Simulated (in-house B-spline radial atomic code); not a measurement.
# Ionising Ba VI (Ba5+) with different functionals

Computed with an all-electron radial atomic-structure program (B-spline basis): four-component Dirac-Coulomb Hamiltonian, Fermi nucleus of rms radius 4.8378 fm, spin-restricted, spherical fractional occupations for the functionals, and exact exchange of hybrids averaged over the configuration. The ionisation energy is the difference of two self-consistent energies, [Kr] 4d10 5s2 5p3 → [Kr] 4d10 5s2 5p2, without Breit or QED terms; ε is the level of the shell that loses the electron (mean over j). The electron is taken from both j subshells in proportion to 2j + 1, so the result is a j average, not the step between ground levels.

| method | rung | ΔSCF (eV) | -ε(5p) (eV) |
| --- | --- | --- | --- |
| BHandHLYP | global hybrid | ? | ? |
| B3LYP | global hybrid | 72.82 | 67.79 |
| LC-wPBE | range-separated hybrid | ? | ? |
| HSE06 | range-separated hybrid | 72.71 | 67.62 |

Question: What does LC-wPBE give?

Answer: ΔSCF 72.83 eV, and -ε(5p) = 71.12 eV.

Question: What does BHandHLYP give?

Answer: ΔSCF 72.66 eV, and -ε(5p) = 69.64 eV.

Question: Among the functionals, which spreads more, the ΔSCF values or the orbital energies?

Answer: The orbital energies: ΔSCF values span about 0.17 eV and the orbital energies 3.50 eV; here energy differences depend much less on the functional than eigenvalues do.

Question: How do they compare with the NIST value?

Answer: NIST lists 71 eV ± 2 (tabulated theory, ground level to ground level). Errors run from +1.66 to +1.83 eV; all lie within about twice that uncertainty, so the table can't rank the methods.
